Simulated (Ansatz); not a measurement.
Basis sets compared for `CC(C)(C)C#CC#CC#CC(C)(C)C`. Charge 0, multiplicity 1. Geometry PBE-D4/def2-SVP. Ansatz on 4 threads of Arm Neoverse V2 on a shared host; times are rough, and most runs start from earlier orbitals.

```xyz
32

C    -3.442    3.571    2.124
C    -2.675    3.763    0.792
C    -1.774    5.019    0.884
C    -3.682    3.925   -0.373
C    -1.836    2.585    0.545
C    -1.129    1.592    0.335
C    -0.354    0.501    0.105
C     0.356   -0.500   -0.106
C     1.131   -1.590   -0.336
C     1.838   -2.584   -0.545
C     2.675   -3.763   -0.792
C     2.086   -4.567   -1.977
C     4.113   -3.303   -1.136
C     2.698   -4.646    0.480
H    -2.741    3.450    2.973
H    -4.081    4.457    2.321
H    -4.092    2.675    2.082
H    -2.398    5.918    1.071
H    -1.043    4.925    1.711
H    -1.212    5.175   -0.058
H    -3.154    4.061   -1.338
H    -4.322    4.814   -0.197
H    -4.336    3.035   -0.460
H     1.054   -4.904   -1.754
H     2.057   -3.953   -2.899
H     2.711   -5.462   -2.173
H     4.121   -2.666   -2.042
H     4.756   -4.187   -1.326
H     4.555   -2.723   -0.302
H     3.330   -5.542    0.305
H     3.114   -4.090    1.343
H     1.678   -4.985    0.747
```

Binding counts from free atoms (C triplet, H doublet) in the same basis, without a counterpoise term.

| level | functions | energy (Eh) | HOMO (eV) | LUMO (eV) | binding per atom (eV) | wall time |
| --- | --- | --- | --- | --- | --- | --- |
| PBE-D4/def2-SVP | 286 | -543.0739 | -5.31 | -1.94 | 4.75 | 4.6 s |
| PBE0-D4/def2-SVP | 286 | -543.1381 | -6.32 | -1.21 | 4.66 | 9 s |

**Question.** Estimate the rows for PBE-D4/def2-TZVP (with forces), PBE0-D4/def2-TZVP.

**Answer.** 
```json
{"level": "PBE-D4/def2-TZVP (with forces)", "functions": "542", "energy (Eh)": "-543.6547", "HOMO (eV)": "-5.37", "LUMO (eV)": "-2.02", "binding per atom (eV)": "4.69", "wall time": "14 s"}
{"level": "PBE0-D4/def2-TZVP", "functions": "542", "energy (Eh)": "-543.7078", "HOMO (eV)": "-6.33", "LUMO (eV)": "-1.24", "binding per atom (eV)": "4.60", "wall time": "26 s"}
```
